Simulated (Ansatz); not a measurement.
Relaxation of C$_{3}$H$_{7}$NSi (12 atoms, charge 0, multiplicity 1), to a largest force component of 0.02 eV/Å in at most 40 steps.

The calculation used RKS BLYP-D4/STO-3G in Ansatz 0.2.0.

```xyz
12
Properties=species:S:1:pos:R:3:forces:R:3
N 0.009 1.067 1.721 -1.42 2.39 2.97
Si -0.625 -0.103 0.687 -0.58 -1.44 -3.24
C -0.549 0.475 -1.082 2.58 -2.58 0.13
C 0.510 -0.400 -1.451 -4.92 2.59 3.33
C 0.646 -1.212 -0.155 1.30 0.03 1.33
H -0.728 1.874 1.769 0.90 -0.84 0.35
H 0.809 1.536 1.286 1.45 0.61 -0.65
H -1.901 -0.622 1.073 -0.47 -0.23 0.62
H -1.030 1.274 -1.573 -0.74 1.53 -1.77
H 0.924 -0.548 -2.395 1.59 -0.50 -2.57
H 1.638 -1.145 0.316 0.55 -0.12 0.01
H 0.374 -2.252 -0.162 -0.23 -1.44 -0.52
```

Q: Where does it end, and by what steps?

A: The run converged. Limits of this set-up: minimal basis. After 7 steps the energy has fallen by 0.919 eV; H6 moved furthest, 0.40 Å.

| step | energy less start (eV) | largest force component (eV/Å) | accepted |
| --- | --- | --- | --- |
| 0 | 0.0000 | 4.925 | yes |
| 1 | -0.7890 | 1.193 | yes |
| 2 | -0.8914 | 0.623 | yes |
| 3 | -0.9100 | 0.221 | yes |
| 4 | -0.9140 | 0.214 | yes |
| 5 | -0.9176 | 0.067 | yes |
| 6 | -0.9184 | 0.037 | yes |
| 7 | -0.9186 | 0.017 | yes |

```xyz
12
Properties=species:S:1:pos:R:3
N -0.002 1.067 1.896
Si -0.619 0.015 0.592
C -0.535 0.494 -1.226
C 0.383 -0.475 -1.500
C 0.670 -1.192 -0.139
H -0.743 1.786 2.159
H 0.798 1.666 1.529
H -1.886 -0.531 1.069
H -0.979 1.209 -1.941
H 0.849 -0.744 -2.471
H 1.718 -1.078 0.208
H 0.424 -2.274 -0.143
```

Run time: 25 s on 1 thread of Arm Neoverse N1 (shared host), peak memory 0.13 GiB.
